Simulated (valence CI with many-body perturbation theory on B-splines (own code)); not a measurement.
E1 line list for Au LXXV

Level of theory: valence CI with perturbative core correlation (CI+MBPT): three valence electrons over a frozen Dirac-Fock core [He], a basis of 11 s, 11 p, 9 d, 7 f, 5 g, 2 h, 1 i functions for each j, with the one-electron correlation potential Σ1, the two-electron term Σ2, the three-electron term Σ3, Breit, model QED; selected CI, second order for the rest (own B-spline code, finite nucleus).

No measured spectrum was set against this ion. As an estimate, large intervals hold to a few tenths of a per cent, small ones and those within an open d or f shell to about a per cent.

Lines 1 to 50 of 295 in falling wavelength, among levels below 15887 eV, chosen from the strongest by gf and those to the six lowest levels. Wavelengths and rates use the calculated energies. Electric multipoles are in the length gauge, E1 and E2 with the static RPA response of the core. Weak lines are less certain than strong ones. Lines between different terms over intervals too small for the method are left out, as are lines whose strength nearly cancels. The highest levels of a list are the least certain.

Levels are named by their leading jj configuration (3d3/2^4 stands for four electrons in 3d with j = 3/2), which in mixed levels can hold well under half, so a name can repeat and another be missing. Letters in brackets count levels of one name in rising energy.

| λ vac (nm) | Upper | Lower | A (s⁻¹) | S (a.u.) |
| --- | --- | --- | --- | --- |
| 6.044 | (2p1/2 2p3/2 3d5/2) J=9/2 | (2p1/2 2p3/2 3p3/2) J=7/2 | 6.17e+10 | 6.72e-02 |
| 5.987 | (2p1/2 2p3/2 3d5/2) J=7/2 [b] | (2p1/2 2p3/2 3p3/2) J=5/2 [b] | 5.87e+10 | 4.97e-02 |
| 5.964 | (2s 2p1/2 3d5/2) J=7/2 | (2s 2p1/2 3p3/2) J=5/2 | 6.71e+10 | 5.62e-02 |
| 5.879 | (2s 2p3/2 3d5/2) J=9/2 | (2s 2p3/2 3p3/2) J=7/2 | 6.73e+10 | 6.75e-02 |
| 5.870 | (2s 2p3/2 3d5/2) J=7/2 [a] | (2s 2p3/2 3p3/2) J=5/2 [a] | 5.19e+10 | 4.15e-02 |
| 5.860 | (2p1/2^2 3d5/2) J=5/2 | (2p1/2^2 3p3/2) J=3/2 | 7.63e+10 | 4.54e-02 |
| 5.824 | (2p1/2 2p3/2 3d5/2) J=7/2 [a] | (2p1/2 2p3/2 3p3/2) J=5/2 [a] | 6.89e+10 | 5.37e-02 |
| 5.778 | (2s 2p1/2 3d5/2) J=5/2 [a] | (2s 2p1/2 3p3/2) J=3/2 [a] | 7.00e+10 | 4.00e-02 |
| 5.748 | (2s 2p1/2 2p3/2) J=3/2 [a] | (2s^2 2p3/2) J=3/2 | 1.44e+09 | 5.38e-04 |
| 5.636 | (2s 2p1/2 3d5/2) J=5/2 [b] | (2s 2p1/2 3p3/2) J=3/2 [b] | 6.55e+10 | 3.47e-02 |
| 5.346 | (2p1/2 2p3/2 3p3/2) J=7/2 | (2s 2p3/2 3p3/2) J=5/2 [b] | 6.30e+10 | 3.80e-02 |
| 4.812 | (2s 2p1/2 2p3/2) J=5/2 | (2s^2 2p3/2) J=3/2 | 1.02e+10 | 3.36e-03 |
| 4.068 | (2s 2p1/2^2) J=1/2 | (2s^2 2p1/2) J=1/2 | 3.05e+10 | 2.03e-03 |
| 3.919 | (2p1/2^2 2p3/2) J=3/2 | (2s 2p1/2 2p3/2) J=1/2 | 1.63e+10 | 1.94e-03 |
| 3.665 | (2s 2p1/2 2p3/2) J=1/2 | (2s^2 2p3/2) J=3/2 | 2.21e+10 | 1.08e-03 |
| 3.647 | (2s 2p1/2 2p3/2) J=3/2 [b] | (2s^2 2p3/2) J=3/2 | 1.60e+10 | 1.54e-03 |
| 3.123 | (2p1/2^2 2p3/2) J=3/2 | (2s 2p1/2 2p3/2) J=5/2 | 9.02e+10 | 5.43e-03 |
| 2.825 | (2p1/2^2 2p3/2) J=3/2 | (2s 2p1/2 2p3/2) J=3/2 [a] | 2.35e+10 | 1.05e-03 |
| 2.019 | (2p1/2 2p3/2 3d3/2) J=5/2 [b] | (2p1/2 2p3/2 3p1/2) J=3/2 [b] | 8.31e+11 | 2.03e-02 |
| 2.005 | (2s 2p1/2 3d3/2) J=3/2 [b] | (2s 2p1/2 3p1/2) J=1/2 [b] | 8.04e+11 | 1.28e-02 |
| 2.000 | (2p1/2 2p3/2 3d3/2) J=3/2 [b] | (2p1/2 2p3/2 3p1/2) J=3/2 [b] | 9.24e+11 | 1.46e-02 |
| 1.947 | (2s 2p3/2 3d3/2) J=5/2 [a] | (2s 2p3/2 3p1/2) J=5/2 | 8.25e+11 | 1.80e-02 |
| 1.944 | (2s 2p3/2 3d3/2) J=5/2 [a] | (2s 2p3/2 3p1/2) J=3/2 [a] | 7.17e+11 | 1.56e-02 |
| 1.941 | (2s 2p3/2 3d3/2) J=3/2 [b] | (2s 2p3/2 3p1/2) J=1/2 | 7.95e+11 | 1.15e-02 |
| 1.927 | (2s 2p3/2 3d3/2) J=5/2 [b] | (2s 2p3/2 3p1/2) J=3/2 [b] | 1.59e+12 | 3.36e-02 |
| 1.926 | (2s 2p3/2 3d5/2) J=7/2 [b] | (2p1/2 2p3/2 3s) J=5/2 | 8.36e+11 | 2.36e-02 |
| 1.924 | (2s 2p3/2 3d3/2) J=3/2 [a] | (2s 2p3/2 3p1/2) J=3/2 [a] | 1.28e+12 | 1.79e-02 |
| 1.920 | (2p1/2 2p3/2 3p3/2) J=3/2 [a] | (2p1/2 2p3/2 3s) J=3/2 [b] | 9.71e+11 | 1.36e-02 |
| 1.919 | (2s 2p3/2 3d3/2) J=7/2 | (2s 2p3/2 3p1/2) J=5/2 | 1.54e+12 | 4.30e-02 |
| 1.919 | (2p1/2 2p3/2 3d3/2) J=5/2 [a] | (2p1/2 2p3/2 3p1/2) J=3/2 [a] | 1.26e+12 | 2.63e-02 |
| 1.918 | (2s^2 3d3/2) J=3/2 | (2s^2 3p1/2) J=1/2 | 1.54e+12 | 2.15e-02 |
| 1.916 | (2p1/2^2 3d3/2) J=3/2 | (2p1/2^2 3p1/2) J=1/2 | 1.57e+12 | 2.18e-02 |
| 1.913 | (2s 2p1/2 3d3/2) J=3/2 [a] | (2s 2p1/2 3p1/2) J=1/2 [a] | 1.52e+12 | 2.10e-02 |
| 1.908 | (2p1/2 2p3/2 3d3/2) J=7/2 | (2p1/2 2p3/2 3p1/2) J=5/2 | 1.59e+12 | 4.36e-02 |
| 1.906 | (2s 2p3/2 3d3/2) J=1/2 [a] | (2s 2p3/2 3p1/2) J=3/2 [a] | 1.70e+12 | 1.16e-02 |
| 1.904 | (2s 2p1/2 3d3/2) J=5/2 | (2s 2p1/2 3p1/2) J=3/2 | 1.56e+12 | 3.19e-02 |
| 1.904 | (2s 2p3/2 3p3/2) J=3/2 [a] | (2s 2p3/2 3s) J=3/2 [a] | 1.91e+12 | 2.60e-02 |
| 1.902 | (2p1/2 2p3/2 3d3/2) J=3/2 [a] | (2p1/2 2p3/2 3p1/2) J=1/2 | 8.95e+11 | 1.22e-02 |
| 1.892 | (2s 2p3/2 3d3/2) J=1/2 [b] | (2s 2p3/2 3p1/2) J=1/2 | 1.41e+12 | 9.43e-03 |
| 1.891 | (2s 2p1/2 3p3/2) J=3/2 [b] | (2s 2p1/2 3s) J=1/2 [b] | 1.32e+12 | 1.76e-02 |
| 1.890 | (2p1/2 2p3/2 3p3/2) J=1/2 [a] | (2p1/2 2p3/2 3s) J=1/2 | 1.40e+12 | 9.32e-03 |
| 1.880 | (2p1/2 2p3/2 3d3/2) J=1/2 [a] | (2p1/2 2p3/2 3p1/2) J=1/2 | 1.46e+12 | 9.60e-03 |
| 1.880 | (2p1/2 2p3/2 3p3/2) J=5/2 [a] | (2p1/2 2p3/2 3s) J=3/2 [a] | 2.42e+12 | 4.77e-02 |
| 1.879 | (2s 2p1/2 3p3/2) J=1/2 | (2s 2p1/2 3s) J=1/2 [b] | 2.11e+12 | 1.38e-02 |
| 1.875 | (2s 2p3/2 3p3/2) J=5/2 [b] | (2s 2p3/2 3s) J=3/2 [b] | 2.39e+12 | 4.66e-02 |
| 1.873 | (2s^2 3d5/2) J=5/2 | (2s 2p1/2 3s) J=3/2 | 4.92e+11 | 9.57e-03 |
| 1.858 | (2p1/2 2p3/2 3p3/2) J=7/2 | (2p1/2 2p3/2 3s) J=5/2 | 1.57e+12 | 3.96e-02 |
| 1.857 | (2p1/2 2p3/2 3d3/2) J=5/2 [b] | (2p1/2 2p3/2 3p1/2) J=5/2 | 6.10e+11 | 1.16e-02 |
| 1.854 | (2s 2p3/2 3p3/2) J=7/2 | (2s 2p3/2 3s) J=5/2 | 2.61e+12 | 6.57e-02 |
| 1.850 | (2s 2p1/2 3d3/2) J=3/2 [b] | (2s 2p1/2 3p1/2) J=3/2 | 7.53e+11 | 9.42e-03 |
